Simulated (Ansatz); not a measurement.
Coupled-cluster diagnostics for Li16⁺, Ansatz.

Geometry of the doublet (PBE/def2-SVP):

Cartesian coordinates in Å:
```
Li 2.985 0.724 2.657
Li -2.524 -1.083 0.128
Li -0.613 0.768 -0.757
Li -0.876 3.487 -1.539
Li -2.090 1.970 1.058
Li 1.088 2.424 0.738
Li 3.974 2.223 -0.073
Li 2.037 -2.487 2.190
Li -1.223 -3.363 1.934
Li -1.110 -1.047 -2.749
Li 0.089 -2.159 -0.282
Li -3.167 1.259 -1.917
Li 2.169 -0.136 0.072
Li 1.538 1.522 -2.291
Li -0.029 -0.320 1.979
Li -2.250 -3.782 -1.146
```

Correlated methods freeze no core orbitals; core or outer-core shells of Li are correlated, in sets that lack core-valence functions. Another isomer (doublet) lies 0.46 eV lower at PBE0/def2-TZVP; other spin states weren't run for this one.

(1) Estimate the CCSD(T) correlation energy, the shares of MP2 and (T), T1 and the reference's ⟨S²⟩ for: charge 1, doublet, own geometry in def2-SVP; and the rough time on 4 threads of Arm Neoverse V1 on a shared host.

Answers

(1) 
```tsv
state	basis	correlation (eV)	MP2 share (%)	(T) share (%)	T1	⟨S²⟩ (pure)	wall time	remarks
charge 1, doublet, own geometry	def2-SVP	-8.921	67.1	9.3	0.081	3.14 (0.75)	9.9 min	large T1, spin-contaminated
```
Customary marks for T1 are 0.02 (closed shells), 0.045 (open shells) and about 0.05 (3d metals). T1 exceeds 0.02 in 1 of 1 rows and 0.045 in 1; the higher it lies, the less the single-reference result can be trusted.
